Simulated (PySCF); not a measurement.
**Polarisability and C₆ of O (oxygen, neutral)**

[He] 2s2 2p4, high-spin 3P determinant. Calculation: PySCF 2.14, in def2-QZVPPD (8s5p4d2f1g, 66 functions); the non-relativistic Hamiltonian (point nucleus). Coupled (time-dependent) response in atomic units; α is the mean over directions.

```csv
method,mean α (bohr³),"α xx, yy, zz",C₆ (like pair),S(−4)
UHF,4.760,"4.549, 5.180, 4.549",13.78,10.37
PBE,5.885,"5.441, 6.775, 5.441",17.92,18.56
PBE0,5.439,"5.093, 6.131, 5.093",16.27,14.84
HSE06,5.435,"5.095, 6.115, 5.095",16.26,14.79
```

S(−4) is the Cauchy moment in α(ω) = α(0) + S(−4) ω² + …

Reference α: 5.3 ± 0.2 bohr³ (recommended; Schwerdtfeger and Nagle, table of static dipole polarizabilities (2023 update)). Published C₆: 15.60 (Chu and Dalgarno (2004); Tang, Norbeck and Certain (1976)).

α(iu) at UHF:

| u (hartree) | α(iu) (bohr³) |
| --- | --- |
| 0 | 4.760 |
| 0.0500 | 4.734 |
| 0.100 | 4.659 |
| 0.200 | 4.393 |
| 0.300 | 4.034 |
| 0.500 | 3.274 |
| 0.750 | 2.489 |
| 1.00 | 1.925 |
| 1.50 | 1.231 |
| 2.00 | 0.8474 |
| 3.00 | 0.4660 |
| 5.00 | 0.2005 |

A single London oscillator, α(iu) = α/(1 + u²/ω²), gives C₆ = (3/4) ω α². Matching the computed C₆ needs ω = 4 × 13.78 / (3 × 4.760²) = 0.811 hartree.

The components differ because the open shell of this determinant is not spherical; for a pure term their mean is the scalar polarisability.
